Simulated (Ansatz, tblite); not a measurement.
Removing an electron: [CuCl4]- (CuCl₄⁻). Total charge -1; singlet. Geometry: r2SCAN-D4/def2-SVPD. Ansatz, gas phase; energy differences of separate SCF runs; the oxidised species was run as a doublet alone.

Cartesian coordinates in Å:
```
Cu 0.000 0.000 0.000
Cl -1.079 -0.108 -1.928
Cl 1.779 0.802 -1.041
Cl 1.082 0.101 1.926
Cl -1.782 -0.795 1.043
```

The xTB rows come from tblite.

| level | −HOMO (eV) | vertical IE (eV) | −LUMO (eV) | HOMO–LUMO gap (eV) |
| --- | --- | --- | --- | --- |
| GFN1-xTB | 8.13 | 10.51 | 6.79 | 1.34 |
| r2SCAN-D4/def2-TZVPD | 2.53 | 5.07 | 1.89 | 0.64 |
| PBE0-D4/def2-TZVPD | 3.60 | 5.43 | 1.21 | 2.39 |

**Question.** Estimate the rows for GFN2-xTB, PBE-D4/def2-TZVPD.

**Answer.** 
```
            level  −HOMO (eV)  vertical IE (eV)  −LUMO (eV)  HOMO–LUMO gap (eV)
         GFN2-xTB        7.71             10.08        6.68                1.03
PBE-D4/def2-TZVPD        2.24              4.83        1.74                0.50
```

Run but left out: HF/def2-SVPD, MP2/def2-SVPD, CCSD/def2-SVPD, CCSD(T)/def2-SVPD (flagged by the program: other amplitudes, other roots). Raw xTB energy differences between charge states are shifted by several eV; the methods need an empirical correction for them.
